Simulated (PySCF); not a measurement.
Gas-phase reaction: 2 ZrCl₃OH + Cl₂ ⇌ 2 ZrCl₄ + 2 OH

Energies from PySCF (xtb for GFN2), thermal terms from the rigid-rotor harmonic-oscillator model, ideal gas at 1 bar. † marks an energy on the PBE0/def2-TZVP geometry and frequencies; other levels use their own. MP2 and CCSD(T) freeze the core. Open shells (unrestricted): OH (multiplicity 2, electronic degeneracy 4); the rest are closed-shell singlets. GFN2 has no spin-polarisation term. Spin-orbit splitting is ignored; it lowers the true energy and changes the entropy of OH. B3LYP is the form with VWN-RPA correlation. Zr: scalar-relativistic def2 core potential, no spin-orbit coupling. ZrCl₃OH: computed as isolated molecules; such fragments, hydroxides, amides, oligomers or adducts are transient or little studied in the gas. MP2 isn't extrapolated to the basis-set limit; its ΔH°(298 K) is 337.6 kJ in def2-SVP and 363.2 kJ in def2-TZVPP. CCSD(T) isn't extrapolated to the basis-set limit; its ΔH°(298 K) is 304.7 kJ in def2-SVP and 327.1 kJ in def2-TZVPP. The harmonic model lacks anharmonicity and excited electronic states, which grow with temperature; levels with a mode under 35 cm⁻¹ are left out. Soft modes under 120 cm⁻¹ make the harmonic entropy rough for ZrCl₃OH, ZrCl₄.

```
level                ΔE electronic, kJ  ΔH°(298 K), kJ  ΔS°(298 K), J/K  ΔG°(600 K), kJ
-------------------  -----------------  --------------  ---------------  --------------
B3LYP/def2-TZVP†                   344             332              115             263
CCSD(T)/def2-SVP†                  317             305              115             236
CCSD(T)/def2-TZVPP†                339             327              115             258
GFN2-xTB                           602             593              117             523
HF/def2-TZVP†                      136             124              115              55
M06-2X/def2-TZVP†                  361             349              115             280
MP2/def2-TZVPP†                    375             363              115             294
PBE/def2-TZVP†                     379             367              115             298
PBE0/def2-QZVP†                    343             331              115             262
r2SCAN/def2-TZVP†                  331             319              115             250
ωB97M-V/def2-TZVP†                 364             352              115             283
```
ΔH° is lowest at HF/def2-TZVP† and highest at GFN2-xTB. No reference value is set beside these.
